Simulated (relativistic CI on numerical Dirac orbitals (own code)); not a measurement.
# Spin-allowed bands of a d2 ion in a tetrahedral site, by hand

Problem. A d2 ion in a tetrahedral site has a 3A2 ground term and spin-allowed bands at ν1 = 4620 and ν2 = 7980 cm⁻¹ (from a computed ligand-field model). Find Δ and the Racah parameter B, and predict the third band.

Working.
1. The F term splits into A2 (−1.2Δ), T2 (−0.2Δ) and T1 (+0.6Δ), so ν1 = E(T2) − E(A2) = Δ = 4620 cm⁻¹.
2. T1(F) mixes with T1(P), which lies at 15B, through an element 0.4Δ. The two roots, counted from A2, are ν2,3 = ½(15B + 3Δ) ∓ ½√[(15B − Δ)² + 12BΔ].
3. Solving the lower root for B gives B = (2ν1² + ν2² − 3ν1ν2)/(15ν2 − 27ν1) = -4233600/-5040 = 840 cm⁻¹.
4. The sum of the roots is 15B + 3Δ, so ν3 = 15B + 3ν1 − ν2 = 18480 cm⁻¹ (541 nm).

Check. The bands were computed by exact diagonalisation of the d2 shell with B = 840 and Δ = 4620 cm⁻¹, which gives ν3 = 18480 cm⁻¹. C does not enter the terms of highest spin.
